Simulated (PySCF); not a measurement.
O4Rh, SMILES [O]=[Rh+](=[O])(=[O])=[O], charge +1, multiplicity 1.

Coordinates come from a B3LYP-D3(BJ)/def2-SVP optimisation. The spin state was assumed, not searched. The def2 effective core potentials stand for the cores of Rh; spin–orbit coupling is left out.

Calculation: PBE/def2-TZVPD (PySCF).

Symmetry labels are those of the subgroup D2 that the program uses (full group Td).

**Question.** List the valence orbital energies around the gap with their symmetry. (Estimate from the structure and the level; the computed values follow.)

**Answer.** 
```csv
orbital,symmetry,energy (eV)
HOMO−7,B3,-21.24
HOMO−6,A,-18.02
HOMO−5,B1,-16.89
HOMO−4,B2,-16.89
HOMO−3,B3,-16.89
HOMO−2,B1,-16.03
HOMO−1,B2,-16.03
HOMO,B3,-16.03
LUMO,A,-13.78
LUMO+1,A,-13.78
LUMO+2,B1,-11.84
LUMO+3,B2,-11.84
```
